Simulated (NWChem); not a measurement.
Molecule: Si2NH5F2; SMILES F[SiH2][Si@H](F)N

```xyz
10

N      1.5692    -1.3155     0.2153
Si     0.0082    -0.8705    -0.3450
F     -1.2122    -1.7629     0.2661
Si    -0.4584     1.3322     0.3021
F      0.5531     2.3500    -0.4594
H      1.8681    -1.1431     1.1673
H      2.0650    -2.1002    -0.1908
H      0.0125    -1.1032    -1.8120
H     -1.8539     1.7193    -0.0435
H     -0.2732     1.5010     1.7726
```
Atoms are numbered in this order, from 1.

Level: B3LYP/6-31G* (spherical d) (NWChem), optimised geometry, unscaled harmonic frequencies. 

```csv
frequency (cm⁻¹),IR intensity (km/mol)
57,2.4
107,5.0
169,2.0
214,2.3
307,26.6
325,32.5
411,189.5
454,30.6
520,26.0
708,41.7
761,21.2
817,173.8
860,15.4
862,234.1
899,137.1
945,154.7
963,148.2
972,40.2
1629,55.4
2232,150.3
2251,139.1
2270,167.8
3565,26.5
3658,27.1
```

The zero-point energy comes out as 37.1 kcal/mol. The thermal correction to the enthalpy at 298.15 K (with zero-point energy) is 42.5 kcal/mol and the heat capacity Cv comes out as 26.0 cal/(mol K). The entropy at 298.15 K and 1 atm (symmetry number 1) comes out as 86.6 cal/(mol K) and the dipole moment is 1.90 D.

Rigid rotor and harmonic oscillator; modes under 100 cm⁻¹ make the entropy uncertain.
